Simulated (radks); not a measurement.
Effect of the nuclear size on the aluminium ion Al3+, [Ne]. Method: Dirac Kohn-Sham, exchange-only LDA, spin-unpolarised, spherical densities, finite nucleus; Fermi nuclear charge, rms radius 3.061 fm; computed with a radial shooting solver on a logarithmic mesh with Libxc functionals. The rms radius is varied about that value; shifts are against it.

rms radius (fm)  total energy shift (eV)  density at nucleus (e/bohr^3)  1s1/2 shift (meV)
2.461                           -0.00130                           1486             -0.545
2.8467                         -0.000495                           1483             -0.208
3.061                                  0                           1482              0.000
3.211                           0.000368                           1481              0.154
3.7467                           0.00182                           1478              0.765

Slopes of the eigenvalues against <r^2> in GHz/fm^2, as finite differences over the two radii next to the reference (eigenvalue slopes, not the field-shift constants of lines): 1s1/2 39.7.
